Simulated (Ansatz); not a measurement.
The first iterations of a band of Cl4Zr + H2 (7 atoms, charge 0, multiplicity 1).

Level of theory: RKS PBE-D4/def2-SVP (Ansatz 0.2.0).

| Item | Value |
| --- | --- |
| movable images | 7 |
| climbing image | yes |
| spring | 5.0 eV/Å² |
| optimiser | quadratic models (default) |
| start path | through a guess of the saddle point |
| force threshold | 0.03 eV/Å |
| iteration limit | 60 |
| end points | relaxed |

Image 0:

```xyz
7
Properties=species:S:1:pos:R:3
Zr -0.070 -0.048 -1.018
Cl 1.542 -1.465 -0.093
Cl -0.046 -0.314 -3.334
Cl -2.191 -0.609 -0.219
Cl 0.425 2.177 -0.512
H 0.427 -0.136 2.481
H -0.087 0.395 2.695
```

Image 8:

```xyz
7
Properties=species:S:1:pos:R:3
Zr -0.426 -0.190 -1.109
Cl 0.670 -1.784 0.199
Cl 0.631 -0.032 -3.183
Cl -2.646 -0.839 -1.416
Cl -0.369 1.891 -0.051
H 1.166 0.105 2.781
H 0.974 0.849 2.779
```

| iteration | highest image above the first end (eV) | largest band force component (eV/Å) |
| --- | --- | --- |
| 1 | 2.070 | 3.712 |
| 2 | 1.472 | 1.992 |
| 3 | 0.975 | 1.835 |
| 4 | 0.517 | 1.456 |
| 5 | 0.406 | 1.369 |

Task: Does the band converge within its limit, and where does its top end?

Result: The forces met the threshold. It ended after 16 iterations with the highest image 0.014 eV above the first end. The highest image is an end point: on this band no image between the ends rises above it.

Time of the run: 3.5 min on 2 threads of AMD EPYC 7R13 Processor (Zen 3) (shared host), peak memory 0.19 GiB.
